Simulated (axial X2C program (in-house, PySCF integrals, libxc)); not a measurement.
## Ω levels of PdI from open-shell CI on d8 s1 p(π)0

Calculated with an in-house all-electron X2C program for linear molecules (integrals from PySCF): two-component X2C with atomic mean-field Coulomb and Gaunt terms, basis Pd dyall-v3z, I dyall-v3z (cores contracted in-house). Orbitals come from Hartree–Fock averaged over the configuration Pd d8 s1 p(π)0; CI then distributes these electrons over the d, s, p(π) shells of Pd.

R = 2.704 Å (near the minimum of the configuration average).

Active spinors (ω > 0):

| shell | ω | ε (eV) | character |
| --- | --- | --- | --- |
| d | 3/2 | -14.71 | 100% Pd d |
| d | 5/2 | -14.27 | 100% Pd d |
| d | 1/2 | -13.94 | 94% Pd d, 5% I p |
| d | 3/2 | -13.59 | 93% Pd d, 6% I p |
| d | 1/2 | -13.01 | 84% Pd d, 9% I p, 6% Pd s |
| s | 1/2 | -3.75 | 64% Pd s, 29% Pd p, 5% I p |
| p(π) | 1/2 | 1.37 | 92% Pd p, 4% Pd d |
| p(π) | 3/2 | 1.43 | 91% Pd p, 4% Pd d |

Lowest levels of this model:

```
  Ω  energy (cm⁻¹)     g∥  μ (D)      configuration
5/2              0   6.00  -5.74             94% d9
3/2           1253   2.84  -5.71             94% d9
1/2           1574   0.89  -5.76             97% d9
3/2           3906   3.16  -5.57             94% d9
5/2           5348   6.84  -2.97         100% d8 s1
3/2           5454   3.69  -2.95         100% d8 s1
7/2           5460   9.88  -3.03         100% d8 s1
1/2           5633   0.97  -2.97          99% d8 s1
1/2           6175   1.12  -5.04  92% d9 + 5% d8 s1
1/2           7174   1.65  -2.88          98% d8 s1
9/2           7254  12.00  -3.16         100% d8 s1
5/2           7338   6.94  -2.77         100% d8 s1
3/2           7476   3.72  -2.93          99% d8 s1
7/2           8699   8.09  -3.13         100% d8 s1
5/2          10321   4.22  -3.16          99% d8 s1
7/2          13349   8.02  -3.22          99% d8 s1
```

g∥ is the magnitude of 2⟨Lz + ge Sz⟩ for the +Ω component. μ is positive if the I end is positive.

Q: From Ω and g∥ of the lowest level, whose 2⟨Lz + ge Sz⟩ is positive, find ⟨Sz⟩ and ⟨Lz⟩ (ge = 2.0023).

A: Ω = ⟨Lz⟩ + ⟨Sz⟩ = 5/2 and ⟨Lz⟩ + ge⟨Sz⟩ = 3.000, so ⟨Sz⟩ = 0.50 and ⟨Lz⟩ = 2.00.

Occupations of the active spinors in the lowest level by ω, shell by shell in order of energy: -5/2: 0.01; -3/2: 1.00 0.98 0.01; -1/2: 0.99 0.98 0.02 0.01; 1/2: 0.99 0.98 0.03 0.01; 3/2: 1.00 1.00 0.00; 5/2: 1.00. The leading determinant has weight 0.94 among 1119.

This point took 3.8 s on 1 thread of Arm Neoverse V1, on a shared host.

Dynamic correlation is missing, so gaps between terms are too wide and other configurations may lie lower; the lowest level listed is that of this model, not necessarily the ground state. The lowest levels belong to d9, not to the averaged configuration, so orbitals and distance suit them less well. For d shells the ligand-field splittings (σ, π, δ) and their order can be off by a thousand cm⁻¹ or more. At most 4 roots were kept for each Ω > 0 (twice that for Ω = 0) within 3.2 eV of the lowest, so higher up levels can be missing between those listed; levels with Ω > 0 are doubly degenerate and listed once, Ω = 0 levels singly. Some active spinors are only partly of the character that their shell is named for, so the shell names and counts are nominal. States that fill the shells left empty in the average are placed too high.
